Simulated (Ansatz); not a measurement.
```xyz
7

C     0.0000    0.0170   -0.7455
C     0.0000   -0.0455    0.8537
H     1.0085    0.0159    1.4642
H    -1.0085    0.0159    1.4642
H     0.0000    1.1449   -1.1513
H     0.9627   -0.5030   -1.2132
H    -0.9627   -0.5030   -1.2132
```

Basis set: def2-TZVP (spherical functions). Correlated methods keep 2 orbitals frozen. Charge 0, multiplicity 2.

Computed with Ansatz (development build ahead of 0.2.0); each method stands on the lowest determinant of its kind that the runs found.

The atomization energy at this shape (free ground-state atoms in the same class of orbitals less the molecule, no zero-point energy) of doublet C2H5:

```csv
method,atomization energy
UHF-MP2,2347.7 kJ/mol
```

(1) What does UHF give?

## Answers

(1) 1853.5 kJ/mol. Caution: the shape is not the minimum.
